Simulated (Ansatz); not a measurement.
SnH$_{6}$O, singlet: at the end structure of a reaction step.

Input (in.yaml):

```yaml
crystal:
  periodic: [false, false, false]
  atoms:
    - {symbol: Sn, position_ang: [-0.578108, -0.175767, -1.179550]}
    - {symbol: H, position_ang: [0.340500, 0.761656, 3.177069]}
    - {symbol: H, position_ang: [-0.440220, -1.487938, -2.265407]}
    - {symbol: H, position_ang: [-2.008459, -0.224289, -0.266179]}
    - {symbol: H, position_ang: [-0.355053, 1.313062, -1.987894]}
    - {symbol: H, position_ang: [0.493306, 0.478893, 2.500484]}
    - {symbol: O, position_ang: [0.829414, -0.355789, 0.189360]}
    - {symbol: H, position_ang: [1.718621, -0.309727, -0.167786]}
basis:
  gaussian: {orbitals: def2-TZVPP}
hamiltonian: {xc: pbe}
correlation: {method: rpa}
```

Command:

```bash
ansatz run in.yaml --threads 2 --pin off --events-out ev --progress --plain --max-ram 4352MiB
```

Output of Ansatz 0.2.0:

```
Functional definition: PBE
  name "PBE"
  cite "Perdew, Burke & Ernzerhof, Phys. Rev. Lett. 77, 3865 (1996) doi:10.1103/PhysRevLett.77.3865"
  parent pbe
  parameter kappa = 0.804
  parameter beta = 0.06672455060314922
  exchange = pbe_x(kappa = kappa, mu = beta*pi^2/3)
  correlation = pbe_c(beta = beta)
1112 factors; integrals over basis functions are off by at most 8.2e-4 eV
mean field evaluation 1: about -7965.9214 eV, gradient 6.7e1 eV
mean field evaluation 2: about -7965.9096 eV, gradient 6.7e1 eV
mean field evaluation 4: about -7970.7568 eV, gradient 3.3e1 eV
mean field evaluation 8: about -7973.6667 eV, gradient 2.3e-1 eV
mean field evaluation 16: about -7973.6659 eV, gradient 2.0e-5 eV
mean field evaluation 32: about -7940.3210 eV, gradient 4.3e1 eV
mean field -7973.66592759 eV, -293.0268180940 hartree, gradient 7.6e-6 eV, S^2 0.000000; 0 other end points of the search recorded, 0 dependent functions left out
5 core orbitals not correlated: weight in the atoms' cores, before any rotation towards them, 1.000 or more for the frozen orbitals, at most 0.000 for the correlated occupied ones
reference -7936.51367492 eV, -291.6614979912 hartree; 13, 13 occupied and 147, 147 virtual orbitals, 1112 factors
Total energy: -7962.95675682 eV, -292.6332633273 hartree
```

The lines “mean field evaluation” count trial sets of orbitals through the whole run, from several starts and some on an approximate energy, so they need not fall steadily or lie above the final value.

The run took about 7 s on 2 CPU threads of an Arm Neoverse N1 (shared host).
